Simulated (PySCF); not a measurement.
# Telling isomers of C4H9FOSi2 apart by NMR

PySCF calculation with GFN2-xTB structure and PBE0/pcSseg-1 with gauge-including orbitals; no relativistic terms, in vacuum, one averaged value for each set of equivalent atoms, single conformer.

Referencing at the same level of theory: TMS for ¹H (31.72 ppm), ¹³C (186.93 ppm). Splittings of carbon signals by F and P are missing where no couplings were computed. Where no couplings were computed, multiplicities follow the n + 1 count of equivalent neighbours, and m marks all less simple cases (inequivalent or close neighbours, rings, F or P nearby). Shifts are as computed. Against solution values, carbons near 30 ppm lie about +3 ppm off and those near 130 ppm about +5 ppm. Of 1211 compounds with measured shifts, 218 miss one by over three times the rms of a fit or turn the order of signals round; such compounds aren't used in these exercises.

(1) Tabulate the signals of `F[Si@H]1C=C([SiH3])OCC1`, `C=C[Si@H](F)C(=C)O[SiH3]` and their relative energies.

(2) What is the quickest way to tell F[Si@H]1C=C([SiH3])OCC1 from C=C[Si@H](F)C(=C)O[SiH3]?

Results:

(1) 
```json
{"SMILES": "F[Si@H]1C=C([SiH3])OCC1", "carbon types": "1×C 1×CH 2×CH2", "δC": "185.7, 110.7, 67.5, 16.2", "δH": "5.57 (m, 1H), 5.03 (m, 1H), 4.80 (m, 1H), 4.19 (m, 1H), 4.08 (s, 3H), 0.92 (m, 1H), 0.90 (m, 1H)", "E rel. (kcal/mol)": "0.0"}
{"SMILES": "C=C[Si@H](F)C(=C)O[SiH3]", "carbon types": "1×C 1×CH 2×CH2", "δC": "168.4, 144.9, 141.9, 108.3", "δH": "6.56 (m, 1H), 6.54 (m, 1H), 6.44 (m, 1H), 5.37 (m, 1H), 5.24 (m, 1H), 5.18 (m, 1H), 4.98 (s, 3H)", "E rel. (kcal/mol)": "7.6"}
```

Energies are electronic energies at PBE0/pcSseg-1 on these geometries, without zero-point or thermal terms, each for the one conformer computed, which needn't be the lowest.

(2) Both give the same number of carbon signals, with the same numbers of each carbon type, so the positions decide. The first has an sp3 CH2 bonded to Si at 16.2 ppm, the second a terminal =CH2 carbon at 144.9 ppm. Their most deshielded carbons lie at 185.7 and 168.4 ppm. In the proton spectra the most deshielded non-exchanging signals are 5.57 (m, 1H) and 6.56 (m, 1H).
